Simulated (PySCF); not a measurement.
## Zinc: a sound run and one with changed settings

Sound run: Zn²⁺ [Ar] 3d10, Zn³⁺ [Ar] 3d9. Calculation: PySCF 2.14, in aug-cc-pVDZ-PP with ECP10MDF (5s5p4d2f, 54 functions); scalar relativity through the core potential. The sound run starts from symmetry-adapted Hartree-Fock orbitals and uses a fine grid where one is needed.

A second run was set up differently.

```
species  method  sound run (hartree)  changed run (hartree)  converged
   Zn²⁺     UHF           -225.04579             -225.04579        yes
   Zn²⁺  M06-2X           -226.18885             -226.16607        yes
   Zn²⁺  r2SCAN           -225.96223             -225.96348        yes
   Zn³⁺     UHF           -223.68506             -223.68506        yes
   Zn³⁺  M06-2X           -224.72616             -224.71311        yes
   Zn³⁺  r2SCAN           -224.51240             -224.51372        yes
```

Ionisation energy of Zn²⁺:

```csv
method,sound run (eV),changed run (eV)
UHF,37.027,37.027
M06-2X,39.802,39.537
r2SCAN,39.452,39.450
```

Q: What was changed?
A. a valence shell is frozen
B. too few SCF iterations
C. level shift left on
D. radial grid too coarse

A: D. It used radial step 0.3 in ln r (0.13 in the sound run). A coarse radial grid mis-integrates the density and the exchange-correlation energy, with errors of either sign; Hartree-Fock needs no grid.
